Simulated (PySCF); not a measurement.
Mg(SH)(OSiH3) (H₄MgOSSi), SMILES [SiH3][O][Mg][SH].

The structure is a stationary point at PBE0-D3(BJ)/def2-SVP. The values are those of a single conformer.

The numbers are results of PBE0-D3(BJ)/def2-SVP (PySCF), not measurements.

Frequencies are harmonic and unscaled.

Task: List the normal modes with their intensities. (Estimate from the structure and the level; the computed values follow.)

Result: 
```
mode  ν (cm⁻¹)  IR (km/mol)    moving atoms (share of kinetic energy)
----  --------  -----------  ----------------------------------------
1            2         11.1                                    H 98 %
2           57          3.6  O 31 %, Mg 26 %, Si 15 %, S 14 %, H 13 %
3           57          2.8  O 33 %, Mg 24 %, Si 15 %, S 15 %, H 12 %
4          146         56.3                           Mg 46 %, O 42 %
5          154         57.5                           Mg 51 %, O 39 %
6          303          1.4                    S 57 %, Si 28 %, O 8 %
7          552          5.7                                    H 92 %
8          612         41.9                  Mg 68 %, Si 18 %, S 10 %
9          737         67.7                           H 83 %, Si 10 %
10         737         68.3                           H 83 %, Si 10 %
11         956         86.1                                    H 96 %
12         957         86.4                                    H 96 %
13        1004        361.2                           H 90 %, Si 10 %
14        1090        461.5                           O 76 %, Si 15 %
15        2196        193.5                                    H 96 %
16        2197        192.6                                    H 96 %
17        2209        113.1                                    H 99 %
18        2702          1.4                                    H 97 %
```
